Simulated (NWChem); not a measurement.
# C2H5FOSi; SMILES F[SiH2]CC=O

```xyz
10

O      0.2734    -2.3649     0.5288
C      0.3778    -1.5338    -0.3474
C     -0.6690    -0.4986    -0.6618
Si    -0.4128     1.1131     0.3016
F      0.9597     1.8167    -0.1840
H      1.2998    -1.4752    -0.9673
H     -0.6772    -0.2635    -1.7337
H     -1.6551    -0.8808    -0.3667
H     -0.3176     0.8303     1.7529
H     -1.5441     2.0292     0.0093
```
Atoms are numbered in this order, from 1.

Program: NWChem. Pople sets run with spherical d functions. All runs use the structure optimised with B3LYP/6-31G* (spherical d). Atomic charges in e: unrestrained fits to the electrostatic potential beside Mulliken populations; buried atoms are poorly determined by the fit.

For level Hartree-Fock/6-31G*:

```yaml
Mulliken O1: -0.50
Mulliken C2: 0.35
Mulliken C3: -0.75
ESP Si4: 0.87
Mulliken Si4: 1.14
Mulliken F5: -0.54
```

Task: How do the values read with level B3LYP/def2-SVP instead?

Result: The Mulliken O1 is -0.21. The Mulliken C2 comes out as 0.13. The Mulliken C3 comes out as -0.23. The ESP Si4 comes out as 0.76 and the Mulliken Si4 is 0.72. The Mulliken F5 comes out as -0.34.
